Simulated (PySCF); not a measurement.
Mg(Me) (CH3Mg), SMILES [CH3][Mg], multiplicity 2.

Coordinates come from a r2SCAN-D4/def2-TZVP optimisation. The spin state was assumed, not searched. The isomer is the one that the SMILES or the coordinates give; other isomers of the formula were not compared.

All values below come from r2SCAN-D4/def2-TZVP (PySCF).

Frequencies are harmonic and unscaled.

Modes within 1.5 cm⁻¹ of each other (mostly degenerate sets) share a row, with their intensities summed.

```tsv
mode	ν (cm⁻¹)	IR (km/mol)	moving atoms (share of kinetic energy)
1–2	491	5.6	H 86 %, C 13 %
3	497	17.9	C 51 %, Mg 38 %, H 11 %
4	1082	8.7	H 84 %, C 16 %
5–6	1433	5.5	H 94 %
7	3007	42.9	H 98 %
8–9	3099	26.3	H 91 %, C 9 %
```
